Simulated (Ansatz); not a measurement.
Job for Ansatz (an electronic-structure program): R-PBE0/def2-TZVPP on CH6OSn (SMILES [CH3][SnH2][OH]), a point of a torsion scan. Elements past Kr take the def2 small-core potentials; no spin–orbit coupling.

Ansatz 0.2 input:
```yaml
crystal:
  periodic: [false, false, false]
  atoms:
    - {symbol: C, position_ang: [-1.41384469, 0.34830136, 0.07109072]}
    - {symbol: Sn, position_ang: [0.57883999, -0.40606926, -0.16513324]}
    - {symbol: O, position_ang: [0.51778098, -1.10902390, -1.99853827]}
    - {symbol: H, position_ang: [-2.04129487, -0.13321994, -0.66990554]}
    - {symbol: H, position_ang: [-1.42838003, 1.42002250, -0.09505806]}
    - {symbol: H, position_ang: [-1.79613120, 0.13792955, 1.06330121]}
    - {symbol: H, position_ang: [1.84078768, 0.72096951, -0.11120122]}
    - {symbol: H, position_ang: [1.02898674, -1.69676548, 0.83240186]}
    - {symbol: H, position_ang: [1.32171705, -1.47082858, -2.36304027]}
basis:
  gaussian:
    orbitals: def2-TZVPP
hamiltonian:
  xc: {name: PBE0}
scf: {lower_state_search: off}
```

It printed:

```
WARN ansatz: RAYON_NUM_THREADS=1 ignored (pool sized by the plan → 1); use --threads N
Functional definition: PBE0
these checks for a lower state are left out or cut short: stability, starts, cluster_reference, orbital_swaps, neighbouring_geometries, increment
integrals: 0.09 GiB planned
1146 factors; their error is unknown
mean field: 0.90 GiB planned
mean field evaluation 1: about -9000.8191 eV, gradient 7.4e1 eV
mean field evaluation 2: about -8977.8564 eV, gradient 1.3e2 eV
mean field evaluation 4: about -9011.1344 eV, gradient 8.0e0 eV
mean field evaluation 8: about -9011.3487 eV, gradient 3.6e-1 eV
mean field evaluation 16: about -9011.3489 eV, gradient 6.3e-6 eV
mean field -9011.34887856 eV, -331.1609631755 hartree, gradient 6.3e-6 eV, S^2 0.000000; 0 other end points of the search recorded, 0 dependent functions left out
reference -9011.34891393 eV, -331.1609644751 hartree; 21, 21 occupied and 175, 175 virtual orbitals, 1146 factors
Total energy: -9011.34891393 eV, -331.1609644751 hartree
Checks for a lower state left out: stability, starts, cluster_reference, orbital_swaps, neighbouring_geometries, increment
```

The run converged.

Cost: roughly 4 core-seconds.
